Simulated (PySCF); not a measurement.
Molfile (atoms numbered from 1):
```
C3H7Al
     RDKit          3D

 11 10  0  0  0  0  0  0  0  0999 V2000
    1.8665   -0.0125    0.5042 C   0  0  0  0  0  0  0  0  0  0  0  0
    1.1884   -0.9622   -0.1627 C   0  0  0  0  0  0  0  0  0  0  0  0
   -0.7074   -0.7423   -0.5705 Al  0  0  0  0  0  3  0  0  0  0  0  0
   -1.6023    0.9016    0.0102 C   0  0  0  0  0  0  0  0  0  0  0  0
    1.3841    0.9148    0.8402 H   0  0  0  0  0  0  0  0  0  0  0  0
    2.9325   -0.1003    0.7538 H   0  0  0  0  0  0  0  0  0  0  0  0
    1.7617   -1.8541   -0.4552 H   0  0  0  0  0  0  0  0  0  0  0  0
   -1.4889   -1.8881   -1.3574 H   0  0  0  0  0  0  0  0  0  0  0  0
   -1.1209    1.7938   -0.4265 H   0  0  0  0  0  0  0  0  0  0  0  0
   -2.6672    0.9288   -0.2679 H   0  0  0  0  0  0  0  0  0  0  0  0
   -1.5410    1.0231    1.1057 H   0  0  0  0  0  0  0  0  0  0  0  0
  1  2  2  0
  2  3  1  0
  3  4  1  0
  1  5  1  0
  1  6  1  0
  2  7  1  0
  3  8  1  0
  4  9  1  0
  4 10  1  0
  4 11  1  0
M  END
```

PySCF calculation with PBE0/pcSseg-1 with gauge-including orbitals and PBE0-D3(BJ)/def2-SVP structure; no solvent, single conformer, non-relativistic Hamiltonian, averaged over atoms made equivalent by symmetry, fast rotation or ring inversion.

Scale: ¹³C (184.41 ppm) and ¹H (31.27 ppm) vs TMS; ²⁷Al (489.28 ppm) against AlH4- (reference shieldings calculated alike).

| atoms | nucleus | count | δ (ppm) |
| --- | --- | --- | --- |
| H8 | ¹H | 1 | 5.34 |
| H7 | ¹H | 1 | 6.83 |
| H5 | ¹H | 1 | ? |
| C2 | ¹³C | 1 | 153.8 |
| C1 | ¹³C | 1 | 153.7 |
| C4 | ¹³C | 1 | -11.5 |
| H9/H10/H11 | ¹H | 3 | -0.14 |
| Al3 | ²⁷Al | 1 | ? |
| H6 | ¹H | 1 | ? |

Question: Complete the table.

Answer: 
- H6: 6.89 ppm, hydrogen on a terminal =CH2 carbon; a vinylic proton, deshielded by the sp2 carbon and the C=C anisotropy
- H5: 6.46 ppm, hydrogen on a terminal =CH2 carbon; a vinylic proton, deshielded by the sp2 carbon and the C=C anisotropy
- Al3: 198.8 ppm, aluminium bonded to 2 C, H

Hydrides on Al or Ga are broadened by the quadrupolar metal nucleus. Shifts are as computed. Against solution values, carbons near 30 ppm lie about +2 ppm off and those near 130 ppm about +5 ppm. Of 1211 compounds with measured shifts, 218 miss one by over three times the rms of a fit or turn the order of signals round; such compounds aren't used in these exercises.
